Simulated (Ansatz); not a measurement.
```yaml
atoms:
  - { symbol: C, position_ang: [0.0087, -0.4096, -0.3534] }
  - { symbol: C, position_ang: [0.0046, -0.4391, 1.1643] }
  - { symbol: O, position_ang: [0.0082, 0.9278, -0.7842] }
  - { symbol: H, position_ang: [-0.8896, -0.9664, -0.7212] }
  - { symbol: H, position_ang: [0.8860, -0.9607, -0.7394] }
  - { symbol: H, position_ang: [0.0068, -1.4733, 1.5407] }
  - { symbol: H, position_ang: [0.8992, 0.0796, 1.5476] }
  - { symbol: H, position_ang: [-0.8892, 0.0727, 1.5450] }
  - { symbol: H, position_ang: [-0.0053, 0.9302, -1.7499] }
```

Basis set: 6-31G* (spherical functions). Frozen core: 3 orbitals. Charge 0, multiplicity 1.

Computed with Ansatz (development build ahead of 0.2.0); each method stands on the lowest determinant of its kind that the runs found. Restricted open shells among the atoms or ions are ROHF, correlated in semicanonical orbitals with singles.

(1) Give the atomization energy at this shape (free ground-state atoms in the same class of orbitals less the molecule, no zero-point energy) of singlet C₂H₆O by RHF-MP2, RHF.

Answers

(1)

```
 method  atomization energy
RHF-MP2            32.13 eV
    RHF            25.88 eV
```
